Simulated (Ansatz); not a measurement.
One change: `OC(O)([SiH3])[SiH3]` becomes `OC([SiH3])[SiH3]`.

Ansatz, PBE0-D4/def2-TZVP geometries, multiplicity 1. Each molecule was computed in one conformer, which needn't be the lowest.

| property | `OC(O)([SiH3])[SiH3]` |
| --- | --- |
| LUMO energy (PBE/def2-TZVPP) / eV | -0.95 |
| HOMO energy (B3LYP/def2-TZVPP) / eV | -7.38 |
| HOMO–LUMO gap (PBE0/def2-TZVPP) / eV | 7.47 |
| HOMO energy (PBE/def2-TZVPP) / eV | -6.24 |
| ideal-gas entropy at 298 K and 1 bar (rigid rotor, harmonic PBE0-D4/def2-TZVP) / J/(mol·K) | 372 |
| HOMO–LUMO gap (B3LYP/def2-TZVPP) / eV | 7.03 |

Question: Give the same properties after the change, and the shifts. (Estimate.)

Answer: The calculation gave: 
```json
{"property": "LUMO energy (PBE/def2-TZVPP) / eV", "`OC([SiH3])[SiH3]`": "-0.77", "shift": "0.18"}
{"property": "HOMO energy (B3LYP/def2-TZVPP) / eV", "`OC([SiH3])[SiH3]`": "-7.53", "shift": "-0.15"}
{"property": "HOMO–LUMO gap (PBE0/def2-TZVPP) / eV", "`OC([SiH3])[SiH3]`": "7.84", "shift": "0.37"}
{"property": "HOMO energy (PBE/def2-TZVPP) / eV", "`OC([SiH3])[SiH3]`": "-6.29", "shift": "-0.05"}
{"property": "ideal-gas entropy at 298 K and 1 bar (rigid rotor, harmonic PBE0-D4/def2-TZVP) / J/(mol·K)", "`OC([SiH3])[SiH3]`": "347", "shift": "-25"}
{"property": "HOMO–LUMO gap (B3LYP/def2-TZVPP) / eV", "`OC([SiH3])[SiH3]`": "7.37", "shift": "0.34"}
```

With PBE0 the HOMO falls by 0.19 eV and the LUMO rises by 0.18 eV, so the gap widens by about 0.37 eV. PBE moves the HOMO by -0.05 eV and ωB97M-V by -0.24 eV. The zero-point energy changes by -10.6 kJ/mol with -3 modes.

Positive LUMOs are unbound, so they and the gaps depend on the basis.

B3LYP here is the variant with VWN-RPA as its local correlation; programs differ in this.
